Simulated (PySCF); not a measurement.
Orbital picture of CaSe

r²SCAN at R = 2.429 Å; basis Ca x2c-SVPall, Se x2c-SVPall; spin-free X2C with a Gaussian nucleus; PySCF 2.14. State: ¹Σ⁺ (singlet), closed shell. Only the outer orbitals are listed, counted within each symmetry.

```tsv
orbital	occ.	ε (eV)	on Ca (%)	main shells (%)
10σ	2	-47.40	100	100 Ca s
5π	2	-27.65	100	100 Ca p
5π	2	-27.65	100	100 Ca p
11σ	2	-27.51	99	99 Ca p
12σ	2	-14.25	6	94 Se s
13σ	2	-4.49	28	70 Se p, 20 Ca s
6π	2	-3.92	20	80 Se p, 14 Ca d
6π	2	-3.92	20	80 Se p, 14 Ca d
14σ	0	-2.52	89	64 Ca s, 22 Ca p, 11 Se p
15σ	0	-0.73	94	69 Ca d, 22 Ca p
7π	0	-0.43	97	55 Ca d, 42 Ca p
```

Q: Which are the highest filled and the lowest empty level, where do they sit, and how wide is the gap?

A: Highest filled 6π at -3.92 eV (in %: 80 Se p, 14 Ca d); lowest empty 14σ at -2.52 eV (in %: 64 Ca s, 22 Ca p, 11 Se p); the gap at r²SCAN is 1.40 eV.

| Property | Result |
| --- | --- |
| bond order (Mayer) | 2.21 |
| ⟨S²⟩ | 0.000 |
| charge on Ca (Mulliken, basis-dependent) | 0.56 |
| charge on Ca (Löwdin, basis-dependent) | 0.28 |
| dipole moment (positive dipole means Ca(−)Se(+)) | -9.74 D |
